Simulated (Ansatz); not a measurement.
Ansatz results at the PBE0-D4/def2-TZVP geometry: HOMO–LUMO gap (PBE/def2-TZVPP) 3.47 eV; LUMO energy (PBE0/def2-TZVPP) -2.25 eV; LUMO energy (B3LYP/def2-TZVPP) -2.49 eV.

Which molecule gave them?
A. `CCC(N)=O`
B. `[O]=[Sn]`
C. `CC(C)/C=C/C(C)C`
D. `N#Cc1cscn1`

B. The others give `CCC(N)=O`: 5.34, 0.77, 0.45; `CC(C)/C=C/C(C)C`: 5.45, 0.63, 0.38; `N#Cc1cscn1`: 4.24, -1.81, -2.01.

B3LYP here is the variant with VWN-RPA as its local correlation; programs differ in this.
